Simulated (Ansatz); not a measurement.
Gas-phase reaction R1 → P1 + P2 + P3, each structure at its B3LYP-D3(BJ)/def2-TZVP stationary point, reached from a drawn start (curvature not checked).
P1: H atom, charge 0, multiplicity 2.
P2: H2 (SMILES [H][H]), charge 0, multiplicity 1.
P3: N atom, charge 0, multiplicity 4.
R1: NH3 (SMILES N), charge 0, multiplicity 1.

P less R. No zero-point or thermal terms; singlets are restricted closed shells; open shells are unrestricted.

Correlated levels freeze the cores.

The values were computed with Ansatz (Gaussian orbitals). All values are computed, each at the level named.

```json
[
 {"level": "HF/cc-pVTZ", "reaction energy (kcal/mol)": "115.67"},
 {"level": "PBE/def2-TZVPP", "reaction energy (kcal/mol)": "196.24"},
 {"level": "wB97X-V/def2-TZVPP", "reaction energy (kcal/mol)": "190.17"},
 {"level": "B2PLYP/def2-TZVPP", "reaction energy (kcal/mol)": "187.43"},
 {"level": "MP2/cc-pVDZ", "reaction energy (kcal/mol)": "166.62"},
 {"level": "MP2/cc-pVQZ", "reaction energy (kcal/mol)": "188.55"},
 {"level": "CCSD(T)/cc-pVDZ", "reaction energy (kcal/mol)": "163.50"},
 {"level": "CCSD(T)/cc-pVTZ", "reaction energy (kcal/mol)": "179.59"},
 {"level": "CCSD(T)/cc-pVQZ", "reaction energy (kcal/mol)": "[?]"}
]
```

Problem. Complete the blanks.

Solution. 
- CCSD(T)/cc-pVQZ, reaction energy (kcal/mol): 184.74

Ansatz is a program for electronic structure.
